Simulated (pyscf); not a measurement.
## H₂N–SnH(F)–F, singlet

Gas-phase minimum from PySCF at ωB97X-D3(BJ)/def2-SVP, one conformer. 

```xyz
7

N      1.1408    -0.2476    -0.3970
Sn     0.1584     0.2779     1.2716
F      1.2896    -0.2066     2.7608
F     -1.3900    -0.8709     1.3866
H      0.6434    -0.9628    -0.9265
H      2.0786    -0.5946    -0.1992
H     -0.3501     1.8733     1.4939
```

Bond lengths (Å): N1–Sn2 2.006, N1–H5 1.019, N1–H6 1.019, Sn2–F3 1.932, Sn2–F4 1.931, Sn2–H7 1.689. Angles (°): Sn2–N1–H5 112.1, Sn2–N1–H6 112.2, H5–N1–H6 108.1, N1–Sn2–F3 106.8, N1–Sn2–F4 106.6, N1–Sn2–H7 120.3, F3–Sn2–F4 105.9, F3–Sn2–H7 108.2, F4–Sn2–H7 108.2.

Properties at ωB97X-D3(BJ)/def2-SVP:

```json
{
  "harmonic_wavenumbers_unscaled": "21, 164, 173, 195, 555, 577, 591, 649, 659, 672, 864, 1549, 2055, 3565, 3661 cm⁻¹",
  "zero_point_energy": "22.8 kcal/mol",
  "rotational_symmetry_number": "1",
  "Entropy of this conformer at 298 K and 1 atm, rigid rotor and harmonic oscillator, modes under 100 cm⁻¹ raised to 100": "338.2 J/(mol K)",
  "dipole_moment": "2.45 D"
}
```

Single-point totals, which compare only within one level (frozen core for MP2 and CC):

```csv
level,total energy (hartree)
ωB97X-D3(BJ)/def2-TZVP,-470.83565
PBE/def2-TZVP,-470.46925
r²SCAN/def2-TZVP,-470.69740
B3LYP-D3(BJ)/def2-TZVP,-470.81026
PBE0-D3(BJ)/def2-TZVP,-470.47927
M06-2X/def2-TZVP,-470.57282
ωB97M-D3(BJ)/def2-TZVP,-470.81040
HF/def2-TZVPP,-468.60689
MP2/def2-TZVPP,-469.65076
CCSD/def2-TZVPP,-469.65255
CCSD(T)/def2-TZVPP,-469.68535
```

The lowest mode is so soft that the shape along it may change with the basis. Soft torsions are taken as harmonic, which can shift the entropy by several J/(mol K). The CCSD(T) − MP2 part came from Ansatz, without density fitting, on the same reference. The frozen core leaves the outer d or s,p core shells of the metals and heavy elements correlated in the MP2 and CC values, and def2-TZVPP describes them poorly, so these totals are far from the basis limit. Elements past Kr carry the def2 core potentials, without spin-orbit coupling.
